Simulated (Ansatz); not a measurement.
Born–Oppenheimer molecular dynamics of CH$_{6}$O$_{3}$Si (11 atoms, charge 0, multiplicity 1). It starts from a relaxed structure.

Computed with RKS PBE-D4/6-31G (Ansatz 0.2.0).

```json
{"ensemble": "NVT, Nosé–Hoover chain", "time step": "1 fs", "steps asked": "166", "set temperature": "300 K", "thermostat": "time constant 20 fs, chain length 1", "seed": "110588"}
```

First frame:

```xyz
11
Properties=species:S:1:pos:R:3
Si -0.075 -0.144 0.205
C 0.026 0.070 2.068
H -0.982 0.093 2.511
H 0.604 -0.751 2.519
H 0.527 1.024 2.296
O 1.484 0.034 -0.515
H 1.746 -0.615 -1.205
O -1.193 1.064 -0.326
H -1.222 1.342 -1.266
O -0.542 -1.722 -0.355
H -1.464 -2.043 -0.264
```

How far do the bonds stretch over the last three quarters of this one trajectory? (Pairs bonded in most of those frames.)


```json
{"bond": "Si1–C2", "mean (Å)": "1.880", "spread (Å)": "0.035", "shortest": "1.83", "longest": "1.97"}
{"bond": "Si1–O6", "mean (Å)": "1.728", "spread (Å)": "0.012", "shortest": "1.70", "longest": "1.76"}
{"bond": "Si1–O8", "mean (Å)": "1.729", "spread (Å)": "0.013", "shortest": "1.70", "longest": "1.75"}
{"bond": "Si1–O10", "mean (Å)": "1.748", "spread (Å)": "0.032", "shortest": "1.69", "longest": "1.81"}
{"bond": "C2–H3", "mean (Å)": "1.103", "spread (Å)": "0.007", "shortest": "1.09", "longest": "1.12"}
{"bond": "C2–H4", "mean (Å)": "1.106", "spread (Å)": "0.025", "shortest": "1.06", "longest": "1.16"}
{"bond": "C2–H5", "mean (Å)": "1.105", "spread (Å)": "0.027", "shortest": "1.05", "longest": "1.16"}
{"bond": "O6–H7", "mean (Å)": "0.994", "spread (Å)": "0.054", "shortest": "0.90", "longest": "1.11"}
{"bond": "O8–H9", "mean (Å)": "0.983", "spread (Å)": "0.015", "shortest": "0.95", "longest": "1.01"}
{"bond": "O10–H11", "mean (Å)": "0.989", "spread (Å)": "0.043", "shortest": "0.90", "longest": "1.08"}
```

Mean temperature of the second half: 222 K. The conserved energy wandered by up to 5.8 meV per atom (net 1.9 meV per atom), which is poor conservation. The mean temperature of the second half is 26 % below the set value. A run of 0.17 ps of so small a system gives no equilibrium averages. Limits of this set-up: no polarisation functions.

The run took 6.5 min on 1 thread of Arm Neoverse V2 (shared host), peak memory 0.11 GiB.
